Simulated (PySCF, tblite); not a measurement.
C6H9ClOSi2.
Geometry (GFN2-xTB, Å), atoms numbered from 1 in this order:
```
atom  x, y, z in Å
Si1    2.732    1.025    1.083
O2     2.143   -0.307    0.375
Si3    1.309   -1.205   -0.695
C4    -0.431   -0.535   -0.853
C5    -1.156   -0.375   -1.988
C6    -2.458    0.179   -1.681
C7    -2.547    0.363   -0.349
C8    -1.293   -0.073    0.248
C9    -0.948   -0.076    1.541
Cl10  -1.969    0.471    2.790
H11    1.656    2.014    1.163
H12    3.153    0.567    2.405
H13    3.847    1.509    0.273
H14    1.342   -2.546   -0.106
H15    2.004   -1.121   -1.979
H16   -0.826   -0.616   -2.983
H17   -3.211    0.400   -2.415
H18   -3.374    0.758    0.210
H19    0.016   -0.425    1.880
```

The calculation used PBE0/pcSseg-1 in PySCF (dipole) on a GFN2-xTB geometry, gas phase.

Take the most abundant isotopes and a rigid rotor. The values belong to one conformer with, in the numbering `[SiH3:1][O:2][SiH2:3][C:4]1=[CH:5][CH:6]=[CH:7]/[C:8]1=[CH:9]\[Cl:10]`, Si1–O2–Si3–C4 -49°, O2–Si3–C4–C5 138°.

Problem. Give the principal moments of inertia and the rotational constants in GHz.

Solution. Ia = 539.58, Ib = 789.89, Ic = 1193.28 u·Å²; 505379 MHz·u·Å²/I gives 936.6, 639.8 and 423.5 MHz, that is A = 0.9366, B = 0.6398, C = 0.4235 GHz.

Problem. Classify the top.

Solution. An asymmetric top: κ = (2 × 639.8 − 936.6 − 423.5)/(936.6 − 423.5) = -0.16.

Problem. What does the inertial defect say?

Solution. Not planar: Δ = Ic − Ia − Ib = -136.19 u·Å². For a rigid frame Δ = −2 Σ m c², so Σ m c² = 68.09 u·Å² lies off the ab plane: 13.46 from hydrogen and 54.64 from heavier atoms. The atom farthest from that plane is 2.28 Å away.

Problem. Give the other two planar moments, Paa and Pbb, and the rms extents of the mass along the axes.

Solution. Paa = Σ m a² = (Ib + Ic − Ia)/2 = 721.79 and Pbb = Σ m b² = (Ia + Ic − Ib)/2 = 471.48 u·Å². With the mass M = 187.99 u, the rms extents √(P/M) along a, b and c are 1.96, 1.58, 0.60 Å.

Problem. Which types of transition are allowed, and where do some lines up to J = 4 fall?

Solution. The dipole components are |μa| = 0.09 D, |μb| = 0.43 D, |μc| = 0.56 D. The squared components, which scale the intensities, stand as 0.03 : 0.59 : 1.00 (a : b : c). Some lines, for components of 0.1 D or more:

```csv
type,branch,"J(Ka,Kc)",MHz,lower level (cm⁻¹)
b,Q,"2(1,1) ← 2(0,2)",812,0.104
c,Q,"2(2,1) ← 2(1,1)",890,0.131
c,Q,"4(3,2) ← 4(2,2)",1397,0.435
c,Q,"3(3,1) ← 3(2,1)",1714,0.279
b,Q,"3(3,0) ← 3(2,1)",1736,0.279
b,R,"3(0,3) ← 2(1,2)",2754,0.109
c,R,"2(2,0) ← 1(1,0)",3316,0.053
b,R,"2(2,0) ← 1(1,1)",3532,0.045
c,R,"3(1,2) ← 2(0,2)",4260,0.104
c,R,"4(1,3) ← 3(0,3)",5795,0.201
c,R,"4(4,0) ← 3(3,0)",7093,0.337
c,R,"4(4,1) ← 3(3,1)",7110,0.336
```

Problem. Estimate the classical rotational partition function at 10 K, 25 K and 100 K.

Solution. Point group C1, symmetry number σ = 1; q = (√π/σ)·√((kT/h)³/(ABC)), k/h = 20836.6 MHz/K: 10600 at 10 K, 41800 at 25 K, 335000 at 100 K.

Its GFN2-xTB frequencies are all real (lowest 19 cm⁻¹). No vibrational averaging or centrifugal distortion is included, and the geometry carries the error of its method. A rigid rotor knows nothing of internal rotation, which can split or shift real lines. Quadrupole hyperfine structure (35Cl) is left out.
